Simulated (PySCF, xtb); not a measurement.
C₂H₅FSi₂, SMILES C#C[Si@H]([SiH3])F.

GFN2-xTB (xtb 6.7.1) at its own geometry gives an orbital gap of 4.17 eV and a dipole moment of 1.82 D.

Geometry: B3LYP-D3(BJ)/def2-SVP. The structure was generated by enumeration; whether it is a known compound was not checked.

### Question
What does PBE/def2-TZVP in PySCF give? (An estimate is asked for; the answer gives what the named calculation found.)

### Answer
gap 4.86 eV (levels -6.92 and -2.06 eV), dipole 1.67 D.
